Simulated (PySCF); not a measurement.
Working out the excitation energy of Si⁺

Si⁺ [Ne] 3s2 3p1 (2P) → Si⁺ [Ne] 3s2 3d1 (2D). Computed with PySCF 2.14 in aug-cc-pVDZ-DK (5s4p2d, 27 functions), with the spin-free X2C one-electron Hamiltonian (Gaussian nucleus). Frozen: [Ne]. Energies in hartree (1 hartree = 27.21139 eV):

```
             part  Si⁺ (lower)  Si⁺ (upper)
              UHF  -289.172159  -288.828021
MP2 opposite-spin    -0.032794    -0.037629
    MP2 same-spin    -0.002260    -0.001379
```

Problem. What does Hartree-Fock give?

Solution. (-288.828021) − (-289.172159) = 0.344138 hartree = 9.364 eV.

Problem. What do MP2 and SCS-MP2 (6/5 opposite-spin, 1/3 same-spin) give?

Solution. The opposite-spin parts differ by -0.132 eV and the same-spin parts by 0.024 eV. MP2: 9.364 + (-0.132) + (0.024) = 9.256 eV. SCS-MP2: 9.364 + 1.2 × (-0.132) + (0.024)/3 = 9.214 eV.

Measured between the centres of the two terms (NIST): 9.814 eV, so MP2 (valence) is off by -0.558 eV.

A double-zeta basis recovers only part of the correlation energy.

What remains against the reference includes basis incompleteness, the frozen core and correlation beyond second order.
